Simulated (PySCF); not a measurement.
3-aminophenol, C₆H₇NO.
InChI=1S/C6H7NO/c7-5-2-1-3-6(8)4-5/h1-4,8H,7H2

Torsions of this conformer, `[NH2:1][c:2]1[cH:3][cH:4][cH:5][c:6]([OH:7])[cH:8]1`: H–N1–C2–C3 22°, H–N1–C2–C3 161°, H–O7–C6–C5 0°.

The closed-shell ground state was solved at several levels (PySCF, density fitting, gas phase, non-relativistic). The structure is a single PBE0-D3(BJ)/def2-SVP conformer in the gas phase; no vibrational or solvent corrections.

```
          level  basis functions  total energy (Eh)  HOMO (eV)  LUMO (eV)  gap (eV)  dipole (D)
    B3LYP/pcJ-0              125          -362.2082      -5.50       0.19      5.69        1.46
   PBE/pcSseg-1              171          -362.3546      -4.75      -0.68      4.07        1.10
    B3LYP/pcJ-1              286          -362.8463      -5.59       0.00      5.59        1.19
 PBE0/def2-SVPD              219          -362.1782      -5.88       0.05      5.93        1.13
B3LYP/def2-TZVP              290          -362.9743      -5.60      -0.07      5.53        1.11
   B3LYP/6-31G*              126          -362.8110      -5.23       0.50      5.73        1.19
  PBE0/pcSseg-1              171          -362.3710      -5.82       0.17      5.99        1.17
```

Problem. What might B3LYP/6-31G-J (124 basis functions) give for the same quantities?

Solution. Total energy -362.7941 Eh, HOMO -5.34 eV, LUMO 0.40 eV, gap 5.74 eV, dipole 1.51 D.

Problem. Over all these levels, which gives the widest orbital gap and which the narrowest?

Solution. PBE0/pcSseg-1 (global hybrid, 25 % exact exchange) has the widest, 5.99 eV, and PBE/pcSseg-1 (GGA) the narrowest, 4.07 eV. The two share the basis. From the narrowest to the widest the HOMO moves by -1.07 eV and the LUMO by +0.85 eV.

Problem. How much does the basis alone move the frontier levels among the 5 B3LYP rows (the withheld one included)?

Solution. The HOMO by 0.37 eV and the LUMO by 0.57 eV. By rising basis size (HOMO, LUMO in eV): 6-31G-J -5.34, 0.40; pcJ-0 -5.50, 0.19; 6-31G* -5.23, 0.50; pcJ-1 -5.59, 0.00; def2-TZVP -5.60, -0.07.

Problem. How far do the dipole and the HOMO energy spread over the levels?

Solution. The dipole runs from 1.10 to 1.51 D (mean 1.23 D) and the HOMO from -5.88 to -4.75 eV.
